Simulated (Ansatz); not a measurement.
Computed with Ansatz on PBE0-D4/def2-TZVP structures; ΔE is electronic, products minus reactants. CBS: MP2 limit from def2 TZ/QZ plus the TZ coupled-cluster correction, frozen cores. This one scheme is used for every species. Functionals use def2-TZVPP. Elements past krypton have def2 core potentials. For Sn outer-core shells are correlated without core-valence functions, which leaves a few kJ/mol of doubt a bond. Each species was taken in one conformer, which may not be the lowest.

Reaction (ligand exchange at the Sn–S bond): `[NH2][Sn][SH]` + NH₃ → `[NH2][Sn][NH2]` + H₂S

(1) Is it downhill or uphill in electronic energy at CCSD(T)/CBS, and by how much? (An estimate is asked.)

(2) What do these levels give: B97M-V, BHLYP, RPA@PBE/def2-TZVPP, MP2/def2-TZVPP, MP2/def2-QZVPP, CCSD/CBS(def2)? (An estimate is asked.)

(3) What do rigid-rotor, harmonic-oscillator terms from PBE0-D4/def2-TZVP frequencies (298.15 K, 1 bar) make of the CCSD(T)/CBS value? (Estimate.)

Largest T1 diagnostic among the species: 0.016.

## Answers

(1) The calculation gave: Uphill: ΔE = +71.0 kJ/mol.

(2) Ansatz gave: B97M-V 75.5, BHLYP 70.9, RPA@PBE/def2-TZVPP 63.8, MP2/def2-TZVPP 70.0, MP2/def2-QZVPP 71.9, CCSD/CBS(def2) 69.8 kJ/mol.

(3) Ansatz gave: ΔZPE = -11.1 kJ/mol, ΔH = +60.6 kJ/mol, ΔS = 4 J/(mol·K), ΔG = +59.5 kJ/mol.

At CCSD(T), def2-SVP lies −3.4 kJ/mol from the extrapolated value and def2-TZVPP −3.7 kJ/mol. Leaving LDA and LC-ωPBE aside and taking each functional with its dispersion term where it has one, the values, not all of them listed here, spread over 12.5 kJ/mol, from CAM-B3LYP-D4 to HSE06-D4. LDA lies −4.8 kJ/mol from PBE without D4.
